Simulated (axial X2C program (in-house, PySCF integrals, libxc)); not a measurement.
**Worked dissociation energy of RuH: BP86, scalar-relativistic**

Calculated with an in-house all-electron X2C program for linear molecules (integrals from PySCF). Spin-free means the one-electron spin-free X2C Hamiltonian. Basis: Ru dyall-cv3z [12s12p8d5f3g], H dyall-v3z [6s2p1d] (cores contracted in-house); Gaussian nuclei, density fitting, unrestricted open shells. Masses: Ru 101.904 u, H 1.008 u.

Molecular state: M_S = 3/2, Λ = 0 (beyond evenly filled blocks: σα, δ+α, δ-α).

```
E(Ru) (2M_S = 4, M_L = 0) : -4530.936889 hartree
E(H) (2M_S = 1, M_L = 0)  : -0.500319 hartree
E(RuH) at Re              : -4531.553216 hartree
ωe                        : 2001.9 cm⁻¹
ωexe                      : 36.3 cm⁻¹
```

Work out De and D0.

De = -4530.936889 + (-0.500319) − (-4531.553216) = 0.11601 hartree = 3.157 eV. The zero-point energy is ωe/2 − ωexe/4 = 992 cm⁻¹ = 0.123 eV, so D0 = 3.034 eV.

The state is a single determinant with fixed occupations, the lowest that a limited PBE0 search found. De is counted from the lowest determinant-based energies of the atoms at the same level, without counterpoise correction. Other states lie close and PBE0, whose exact exchange favours high spin, may order them wrongly; the determinant shown need not be the ground state. The nearest other spin-free determinant of the search, M_S = 3/2, Λ = 3, lies 0.36 eV up at the distance of the search.

Each atomic determinant is the lowest at this level and need not be a pure term. Totals compare only within one Hamiltonian and basis.
